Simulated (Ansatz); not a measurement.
## What each rung costs, and what it gives

Saddle point of SiH$_{4}$BrF, singlet (SiH₃F ([F][SiH3]) + HBr → SiH₃Br ([SiH3][Br]) + HF; bonds formed: Si1–Br7, F2–H6; bonds broken: Si1–F2, H6–Br7), PBE0-D4/def2-TZVP structure:

```
7
angstrom
Si -0.6018 -0.1976 0.0692
F 1.1670 -0.2792 0.8532
H -0.5620 -1.2860 -0.9207
H -0.9980 -0.7370 1.3957
H -1.5932 0.8682 -0.1921
H 1.5757 0.3331 0.1220
Br 1.0124 1.2982 -1.3272
```

Barriers are electronic and count from the start structure reached by relaxing down the imaginary mode.

Ansatz 0.2.0; basis: as named in each row; cores frozen in the correlated methods. Filled d shells of the heavier atoms are correlated. The def2 sets are not built for correlating such inner shells, so the correlated values are less sure here. B3LYP uses VWN-RPA correlation. Extrapolation: Hartree–Fock as exp(−7.88 √X), correlation as X^−2.97.

Times are rough, for one single point on 4 threads of a shared host (Intel Xeon).

The estimate by CCSD(T) at an estimated basis limit (MP2 extrapolated from triple and quadruple zeta, plus CCSD(T) − MP2 in triple zeta) is 155.4 kJ/mol.

| method | basis | time (s) | barrier (kJ/mol) | method less estimate |
| --- | --- | --- | --- | --- |
| HF | STO-3G | under 1 | 143.5 | -11.9 |
| PBE-D4 | STO-3G | under 1 | 10.6 | -144.8 |
| SPW92 | def2-SVP | under 1 | 77.0 | -78.4 |
| PBE-D4 | def2-SVP | 1 | 107.6 | -47.8 |
| B3LYP-D4 | 6-31G | 1 | 119.6 | -35.8 |
| SPW92 | def2-TZVPP | 1 | 90.3 | -65.1 |
| PBE0-D4 | def2-SVP | 2 | 124.3 | -31.1 |
| BLYP-D4 | def2-TZVPP | 2 | 141.2 | -14.2 |
| PBE-D4 | def2-TZVPP | 2 | 118.4 | -37.0 |
| BHLYP-D4 | def2-TZVPP | 3 | 169.1 | 13.7 |
| PBE0-D4 | def2-TZVPP | 3 | 134.4 | -21.0 |
| B3LYP-D4 | def2-TZVPP | 3 | 151.8 | -3.6 |
| CAM-B3LYP-D4 | def2-TZVPP | 3 | 158.1 | 2.7 |
| r2SCAN-D4 | def2-TZVPP | 4 | 135.3 | -20.1 |
| CCSD(T) | def2-SVP | 4 | 167.6 | 12.2 |
| RPA on PBE | def2-TZVPP | 4 | 165.2 | 9.8 |
| wB97M-V | def2-SVP | 5 | 133.1 | -22.3 |
| r2SCAN0-D4 | def2-TZVPP | 5 | 144.1 | -11.3 |
| B2PLYP | def2-TZVPP | 6 | 159.6 | 4.2 |
| PBE-QIDH | def2-TZVPP | 6 | 149.0 | -6.4 |
| wB97X-V | def2-TZVPP | 7 | 152.7 | -2.7 |
| wB97M-V | def2-TZVPP | 8 | 144.6 | -10.8 |
| B97M-V | def2-TZVPP | 8 | 158.2 | 2.8 |
| MP2 | def2-QZVPP | 21 | 151.1 | -4.3 |
| CCSD(T) | def2-TZVPP | 47 | 162.4 | 7.0 |

All methods are single points on the PBE0-D4 structures.

The T1 diagnostic stays at or below 0.010.

Labels in which every atom is bracketed show which atoms are joined, not bond orders.
